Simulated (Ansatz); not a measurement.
Geometry optimisation, Ansatz, UKS B3LYP-D4/6-31G*.

The input (input.yaml):

```yaml
crystal:
  periodic: [false, false, false]
  atoms:
    - { symbol: Al, position_ang: [-0.266494, -1.260288, -0.747352] }
    - { symbol: C, position_ang: [0.419644, 0.940748, 1.574662] }
    - { symbol: "N", position_ang: [-0.052616, -2.212158, 0.600296] }
    - { symbol: H, position_ang: [0.333741, -0.140768, 1.584752] }
    - { symbol: C, position_ang: [-0.405819, 0.253386, -1.972005] }
    - { symbol: H, position_ang: [-0.553173, 1.397369, 1.363921] }
    - { symbol: H, position_ang: [1.144836, 1.261828, 0.818769] }
    - { symbol: H, position_ang: [0.763377, 1.286687, 2.554153] }
    - { symbol: H, position_ang: [-0.08406, -3.190708, 0.851619] }
    - { symbol: H, position_ang: [-0.625041, 1.167016, -1.410181] }
    - { symbol: H, position_ang: [-1.20676, 0.096205, -2.701624] }
    - { symbol: H, position_ang: [0.532463, 0.400483, -2.517111] }
magnetization:
  spin_polarized: true
basis:
  gaussian: { orbitals: "6-31G*" }
hamiltonian:
  xc: b3lyp
  dispersion: d4
relax:
  f_tol: 0.03
  max_steps: 50
```

Launched with:

```bash
$ ansatz run input.yaml --threads 2 --pin off --max-ram 3072MiB --backend cpu --events-out ev --progress --plain --runs-dir out
```

Where does it end, and by what steps?

It converged. After 8 steps the energy has fallen by 0.042 eV; N3 moved furthest, 0.27 Å.

```tsv
step	energy less start (eV)	largest force component (eV/Å)	accepted
0	0.0000	0.480	yes
1	-0.0349	0.142	yes
2	-0.0377	0.102	yes
3	-0.0392	0.046	yes
4	-0.0403	0.070	yes
5	-0.0412	0.096	yes
6	-0.0414	0.101	yes
7	-0.0416	0.046	yes
8	-0.0416	0.011	yes
```

```xyz
12
Properties=species:S:1:pos:R:3
Al -0.305 -1.414 -0.883
C 0.448 1.086 1.651
N -0.117 -2.411 0.425
H 0.369 -0.004 1.708
C -0.410 0.197 -1.979
H -0.535 1.518 1.437
H 1.152 1.368 0.863
H 0.809 1.476 2.607
H -0.123 -3.371 0.734
H -0.625 1.058 -1.338
H -1.202 0.117 -2.730
H 0.539 0.379 -2.495
```

Whether the end is a true minimum wasn't checked by a vibrational analysis.

The run took 61 s on 2 threads of AMD EPYC 7571, on a shared host, peak memory 0.24 GiB.
